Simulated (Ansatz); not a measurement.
Cost and result for the atomization energy of C₂H₅NSeSi, SMILES `C[SiH]1N=C[Se]1` (10 atoms, 10 bonds).

```xyz
10

C     1.2143    0.2555    1.0999
Si    0.2342    0.3432   -0.4674
N    -1.5070    0.5254   -0.2544
C    -1.8174   -0.5723   -0.8089
Se   -0.3289   -1.6655   -1.4582
H     0.7835   -0.4802    1.7809
H     2.2489   -0.0254    0.8887
H     1.2179    1.2326    1.5913
H     0.7906    1.3319   -1.4228
H    -2.8361   -0.9452   -0.9492
```

Total charge 0; spin multiplicity 1. Correlated methods include outer-core shells of Se, which these sets cover unevenly. Scalar relativity is left out up to krypton. The geometry is a stationary point of PBE0-D4/def2-TZVP. Program: Ansatz. All runs use 4 threads of an AMD EPYC 9R45 on a shared host. Times are those of one run each, without the atoms' runs, and a repeat can differ threefold. Electronic energies, without spin–orbit coupling; frozen cores. CCSD(T)/CBS adds CCSD(T) − MP2 in def2-TZVPP to the MP2 limit, and its time is that of the two runs behind it. T1 = 0.013. With those shells the extrapolation isn't a true limit. B3LYP takes the VWN-RPA correlation (the form of Gaussian; ORCA's B3LYP/G).

CCSD(T)/CBS is a level of theory with its own doubt, some kJ/mol a heavy atom from the limit and from the frozen cores, so smaller differences don't rank the functionals.

```csv
level,functions,wall time,atomization (kcal/mol),difference from CCSD(T)/CBS,per bond
revPBE-D4/def2-TZVPP,253,0.8 s,897.2,2.9,0.3
BLYP-D4/def2-TZVPP,253,0.85 s,896.0,1.7,0.2
PBE-D4/def2-TZVPP (with forces),253,1.1 s,919.9,25.6,2.6
BHLYP-D4/def2-TZVPP,253,1.4 s,863.3,-31.0,-3.1
CAM-B3LYP-D4/def2-TZVPP,253,1.6 s,893.3,-1.0,-0.1
r2SCAN-D4/def2-TZVPP (with forces),253,1.8 s,897.6,3.3,0.3
B3LYP-D4/def2-TZVPP (with forces),253,2.1 s,893.7,-0.6,-0.1
B2PLYP/def2-TZVPP,253,2.3 s,883.5,-10.8,-1.1
CCSD(T)/def2-SVP,117,2.8 s,829.4,-64.9,-6.5
ωB97M-V/def2-TZVPP (with forces),253,4.4 s,895.4,1.1,0.1
MP2/def2-QZVPP,480,9.5 s,901.0,6.7,0.7
CCSD(T)/def2-TZVPP,253,60 s,866.5,-27.8,-2.8
CCSD(T)/CBS(def2),–,69 s,894.3,0.0,0.0
```

From PBE to PBE0 (25 % exact exchange), in def2-TZVPP and without D4, the atomization energy moves by −19.5 kcal/mol: exact exchange takes away binding that semilocal exchange gives to molecules. In def2-TZVPP, CCSD(T) changes the Hartree–Fock value by +245.9 kcal/mol (the triples alone add +18.5 kcal/mol) and MP2 by +264.0 kcal/mol; breaking electron pairs costs correlation energy, which Hartree–Fock lacks. At CCSD(T), def2-SVP lies −65.0 kcal/mol from the extrapolated value and def2-TZVPP −27.9 kcal/mol: correlation converges slowly with the basis, and small sets miss more of it in the bonded molecule than in its fragments.

For some Ge, Se and Sn compounds the MP2-based and the directly extrapolated limit differ by 10 to 25 kJ/mol.
